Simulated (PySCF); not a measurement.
A structure optimised at PBE0-D3(BJ)/def2-SVP, used in a PySCF frequency run:

```
In
O 1 1.9786
H 2 0.9657 1 111.14
Cl 1 2.3190 2 119.89 3 180.00
Cl 1 2.3323 2 120.73 3 0.00
```
Charge 0, spin multiplicity 1.

Task: Write its SMILES, formula and point group.

Result: [OH][In]([Cl])[Cl], Cl₂HInO, Cs

Task: What are its rotational constants (standard atomic weights)?

Result: 3.2851, 1.7634, 1.1474 GHz
